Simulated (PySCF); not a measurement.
A structure optimised at PBE-D3(BJ)/def2-SVP, used in a PySCF frequency run:

```xyz
12

C     -2.7042     0.4731    -0.2411
C     -1.2324     0.5462     0.0134
C     -0.3075    -0.2713    -0.5205
C      1.1608    -0.1665    -0.2367
F      1.4254     0.7890     0.7073
F      1.6328    -1.3702     0.2338
H     -3.2622     0.3191     0.7076
H     -2.9690    -0.3475    -0.9364
H     -3.0827     1.4275    -0.6666
H     -0.8794     1.3374     0.6984
H     -0.5886    -1.0807    -1.2165
H      1.7580     0.0848    -1.1469
```

Write its SMILES and formula.

C/C=C/C(F)F, C4H6F2

What are its rotational constants (standard atomic weights)?

7.9309, 1.8614, 1.6065 GHz
